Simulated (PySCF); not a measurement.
# Reading the logs of faulty runs: CGe2H5O

These are calculations, not measurements. The program is PySCF 2.14.0, an open-source quantum chemistry code, run on an isolated molecule that a program drew, which may never have been made. The molecule is CGe2H5O (charge 0, doublet), drawn as the SMILES string `[O]=[GeH][CH2][GeH2]`.

Each row is a Hartree-Fock (HF) and frozen-core CCSD(T) single point in the cc-pVDZ basis, meant for a local HF minimum. Run 1 is clean. Each other run has one planted mistake out of seven kinds, and not every kind appears here: one electron removed, one electron added, multiplicity raised by two, geometry at a saddle point, minimal basis STO-3G, one bond length entered in bohr, all coordinates scaled. The reference is restricted for singlets and unrestricted otherwise, and also for a bond in bohr. Adding or removing an electron swaps singlet and doublet. Electrons count all cores. HOMO and LUMO are orbital energies over both spins, the gradient is its largest component, and the lowest frequency (negative if imaginary) is given only where the gradient is small. Bond lengths are over the 8 bonds as drawn. T1 is the CCSD diagnostic: over 0.02 (restricted) or 0.045 (unrestricted) a single reference is doubtful. Germanium has the cc-pVDZ-PP basis, with a core potential (ECP10MDF) in place of its 10 inner electrons, and its 3s, 3p and 3d shells are frozen in CCSD(T).

Geometry of the clean run:
```xyz
9
CGe2H5O, angstrom
O     0.7295    3.6444   -0.7863
Ge   -0.0345    2.3492   -0.1821
C     0.8423    0.7260    0.4117
Ge    0.8089   -0.7399   -0.9286
H    -1.5591    2.2666   -0.0542
H     1.8825    0.9620    0.6403
H     0.3464    0.3631    1.3153
H    -0.6434   -1.1177   -1.2631
H     1.5581   -0.3282   -2.2020
```

```
run,electrons,basis functions,<S^2>,HOMO (eV),LUMO (eV),gradient (hartree/bohr),lowest frequency (cm^-1),mean bond (Å),longest bond (Å),T1,HF (hartree),CCSD(T) (hartree),mistake
1,83,99,0.760,-9.09,0.31,3.4e-05,47,1.5415,1.987,0.0235,-702.31561,-702.88457,no fault
2,83,99,1.694,-8.83,0.20,2.8e-02,-,1.7119,2.895,0.0341,-702.22486,-702.77804,one bond length entered in bohr
3,84,99,0.000,-1.35,6.12,5.3e-02,-,1.5415,1.987,0.0231,-702.33045,-702.92602,one electron added
4,83,99,3.774,-5.98,0.75,1.2e-01,-,1.5415,1.987,0.0214,-702.23293,-702.74418,multiplicity raised by two
5,82,99,0.000,-15.36,-7.33,6.8e-02,-,1.5415,1.987,0.0377,-702.01259,-702.58707,?
6,83,99,0.756,-8.91,0.57,1.1e-01,-,1.4506,1.869,0.0198,-702.27850,-702.83162,?
```

**Which mistake was planted in run 5, and what did it cost?**

It counts 82 electrons, one fewer than the clean run, at the same geometry and basis. So the mistake is: one electron removed. Subtracting run 1 and multiplying by 627.51 kcal/mol a hartree, the energy moved by 190.1 kcal/mol in HF and 186.7 kcal/mol in CCSD(T).

**Which mistake was planted in run 6, and what did it cost?**

The mean and the longest bond both change by the same factor, 0.941, and the gradient is no longer small. So the mistake is: all coordinates scaled. Subtracting run 1 and multiplying by 627.51 kcal/mol a hartree, the energy moved by 23.3 kcal/mol in HF and 33.2 kcal/mol in CCSD(T).

Cautions from the logs. Run 3: T1 is over the limit, so its CCSD(T) energy is less reliable; run 5: T1 is over the limit, so its CCSD(T) energy is less reliable.
